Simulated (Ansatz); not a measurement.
Gas-phase electronic energies from Ansatz, PBE0-D4/def2-TZVP geometries. CCSD(T)/CBS adds triple-zeta CCSD(T) − MP2 to the extrapolated MP2 energy (def2 sets, frozen cores). This one scheme is used for every species. DFT in def2-TZVPP. def2 core potentials past Kr. For Sn outer-core shells are correlated without core-valence functions, which leaves a few kJ/mol of doubt a bond. Each species was taken in one conformer, which may not be the lowest.

`[CH3][SnH2][CH2]Cl` + H–F → `[F][SnH2][CH2]Cl` + CH₄  (ligand exchange at the Sn–C bond)

Is it downhill or uphill in electronic energy at CCSD(T)/CBS, and by how much? (Estimate.)

Computed: Downhill: ΔE = -74.5 kJ/mol.

What do these levels give: ωB97X-V, ωB97M-V, PBE, r2SCAN, HF/def2-TZVPP, MP2/def2-TZVPP, CCSD/def2-TZVPP, CCSD(T)/def2-TZVPP, HF/def2-QZVPP, MP2/def2-QZVPP, HF/CBS(def2), CCSD/CBS(def2)? (Best estimate.)

Computed: ωB97X-V -88.5, ωB97M-V -83.7, PBE -87.2, r2SCAN -92.1, HF/def2-TZVPP -100.5, MP2/def2-TZVPP -67.0, CCSD/def2-TZVPP -73.6, CCSD(T)/def2-TZVPP -71.4, HF/def2-QZVPP -103.5, MP2/def2-QZVPP -69.8, HF/CBS(def2) -103.9, CCSD/CBS(def2) -76.6 kJ/mol.

Largest T1 diagnostic among the species: 0.012.

From PBE to PBE0 (25 % exact exchange), in def2-TZVPP and without D4, ΔE moves by +5.7 kJ/mol. The D4 term adds +7.6 kJ/mol with B3LYP and +4.3 kJ/mol with PBE0; it sums over pairs of atoms, weighted by their polarisabilities, and B3LYP, whose exchange is more repulsive, gets the larger term. In def2-TZVPP, CCSD(T) changes the Hartree–Fock value by +29.1 kJ/mol (the triples alone add +2.2 kJ/mol) and MP2 by +33.5 kJ/mol.

B3LYP here is the variant with VWN-RPA as its local correlation; programs differ in this.
